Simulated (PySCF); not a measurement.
Mayer bond orders and bond lengths

C7H14SSi.
Atom-mapped SMILES: `[CH:1]#[C:2][SiH2:3][S:4][CH2:5][C:6]([CH3:7])([CH3:8])[CH3:9]` (hydrogens: H10 on C1; H11, H12 on Si3; H13, H14 on C5; H15, H16, H17 on C7; H18, H19, H20 on C8; H21, H22, H23 on C9)

Cartesian coordinates in Å at the PBE0-D3(BJ)/def2-SVP level; atoms count from 1:
```
atom  x, y, z in Å
C1     3.9886   -1.2459    0.6917
C2     3.5730   -0.1571    0.3397
Si3    2.8788    1.4575   -0.1918
S4     0.9865    1.1767   -1.1305
C5     0.1126    0.3739    0.2736
C6    -1.2791   -0.1436   -0.1169
C7    -1.8887   -0.7674    1.1421
C8    -1.1654   -1.2078   -1.2091
C9    -2.1639    1.0088   -0.5943
H10    4.3623   -2.2082    0.9937
H11    3.7654    2.0927   -1.2049
H12    2.7653    2.3217    1.0206
H13    0.7310   -0.4642    0.6326
H14    0.0210    1.1079    1.0906
H15   -1.2737   -1.6032    1.5120
H16   -1.9791   -0.0271    1.9530
H17   -2.8960   -1.1588    0.9305
H18   -0.7255   -0.7934   -2.1287
H19   -2.1582   -1.6140   -1.4577
H20   -0.5270   -2.0439   -0.8818
H21   -2.2601    1.7828    0.1837
H22   -1.7493    1.4879   -1.4946
H23   -3.1747    0.6454   -0.8373
```

Bond orders from the PBE0/pcSseg-1 density (PySCF). One conformer (not necessarily the lowest) at the PBE0-D3(BJ)/def2-SVP geometry, without solvent, vibrations or thermal averaging.

Task: How far do the computed orders between heavy atoms stray from the drawn ones?

Result: The largest departure is 0.443, at C1–C2 (drawn triple, 2.557). Drawn double or triple, more than 0.30 short of the drawn order: C1–C2 (2.557).

Task: Set the Mayer orders of the bonds between heavy atoms beside their lengths.

Result: 
| bond | drawn as | length (Å) | Mayer order |
| --- | --- | --- | --- |
| C1–C2 | triple | 1.217 | 2.557 |
| C2–Si3 | single | 1.836 | 0.912 |
| Si3–S4 | single | 2.131 | 0.983 |
| S4–C5 | single | 1.838 | 0.998 |
| C5–C6 | single | 1.535 | 0.987 |
| C6–C7 | single | 1.532 | 1.024 |
| C6–C8 | single | 1.529 | 1.006 |
| C6–C9 | single | 1.529 | 1.007 |

By pair of heavy elements: C–C: lowest C5–C6 (0.987, 1.535 Å), highest C1–C2 (2.557, 1.217 Å).

Task: And the bonds to hydrogen?

Result: C–H: 0.92 to 1.07 (12 bonds); H–Si: 0.93 to 0.94 (2 bonds).

Task: Sum the orders of all bonds at each heavy atom with more than one neighbour and set the sums beside the valence in the SMILES.

Result: C1 3.625 (drawn 4), C2 3.469 (drawn 4), Si3 3.763 (drawn 4), S4 1.981 (drawn 2), C5 3.836 (drawn 4), C6 4.024 (drawn 4), C7 3.907 (drawn 4), C8 3.886 (drawn 4), C9 3.886 (drawn 4). Orders between atoms that aren't bonded are not in these sums.

Mayer orders depend on the basis set.
